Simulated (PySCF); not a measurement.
Ne²⁺ (neon, charge +2) across methods

[He] 2s2 2p3 3s1, 3s spin antiparallel (an excited configuration). All numbers are calculated (PySCF 2.14, the non-relativistic Hamiltonian (point nucleus), in dyall-av3z).

```json
{"method": "UHF", "E (hartree)": "-124.97644", "mean ε 2s β (eV)": "-95.764", "mean ε 2p α (eV)": "-86.556", "mean ε 3s β (eV)": "-23.614", "Σ⟨r²⟩ (bohr²)": "11.71", "⟨S²⟩": "3.001"}
{"method": "wB97X", "E (hartree)": "-125.2037", "mean ε 2s β (eV)": "-91.611", "mean ε 2p α (eV)": "-77.776", "mean ε 3s β (eV)": "-23.736", "Σ⟨r²⟩ (bohr²)": "11.46", "⟨S²⟩": "3.001"}
{"method": "CAM-B3LYP", "E (hartree)": "-125.1919", "mean ε 2s β (eV)": "-90.810", "mean ε 2p α (eV)": "-76.881", "mean ε 3s β (eV)": "-22.908", "Σ⟨r²⟩ (bohr²)": "11.40", "⟨S²⟩": "3.001"}
{"method": "B97-3", "E (hartree)": "-125.1855", "mean ε 2s β (eV)": "-89.661", "mean ε 2p α (eV)": "-75.860", "mean ε 3s β (eV)": "-21.639", "Σ⟨r²⟩ (bohr²)": "11.48", "⟨S²⟩": "3.001"}
{"method": "PBE0", "E (hartree)": "-125.1233", "mean ε 2s β (eV)": "-89.097", "mean ε 2p α (eV)": "-75.619", "mean ε 3s β (eV)": "-21.692", "Σ⟨r²⟩ (bohr²)": "11.48", "⟨S²⟩": "3.001"}
{"method": "LDA", "E (hartree)": "-124.4493", "mean ε 2s β (eV)": "-86.065", "mean ε 2p α (eV)": "-71.786", "mean ε 3s β (eV)": "-20.810", "Σ⟨r²⟩ (bohr²)": "11.46", "⟨S²⟩": "3.001"}
{"method": "PBEsol", "E (hartree)": "-124.7742", "mean ε 2s β (eV)": "-85.933", "mean ε 2p α (eV)": "-71.625", "mean ε 3s β (eV)": "-20.819", "Σ⟨r²⟩ (bohr²)": "11.46", "⟨S²⟩": "3.001"}
{"method": "PBE", "E (hartree)": "-125.1032", "mean ε 2s β (eV)": "-86.253", "mean ε 2p α (eV)": "-71.732", "mean ε 3s β (eV)": "-20.877", "Σ⟨r²⟩ (bohr²)": "11.44", "⟨S²⟩": "3.001"}
{"method": "r2SCAN", "E (hartree)": "-125.1751", "mean ε 2s β (eV)": "-86.531", "mean ε 2p α (eV)": "-73.414", "mean ε 3s β (eV)": "-20.955", "Σ⟨r²⟩ (bohr²)": "11.54", "⟨S²⟩": "3.001"}
```

The outer electron is Rydberg-like, and this basis confines it to a smaller radius and binds it less than a complete one would. With the s spin flipped the determinant is a mixture of two multiplicities, not a spectroscopic state.
